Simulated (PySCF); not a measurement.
oxadisiletane (CH₆OSi₂), SMILES C1O[SiH2][SiH2]1.

Coordinates come from a TPSSh-D3(BJ)/def2-SVP optimisation.

Method: M06-2X/def2-TZVP (PySCF).

Gas-phase values at a fixed geometry.

Computed frontier levels, gap, dipole moment and polarisability:
The highest occupied level comes out as -8.71 eV. The lowest empty level comes out as 0.36 eV, the orbital gap comes out as 9.07 eV and the dipole moment is 1.47 D. The quadrupole, principal values (traceless, Buckingham form, about the centre of nuclear charge) is -4.40, 0.18, 4.22 D·Å and the mean static polarisability is 67.9 bohr³ (10.06 Å³). The polarisability, principal values is 59.6, 63.6, 80.5 bohr³.
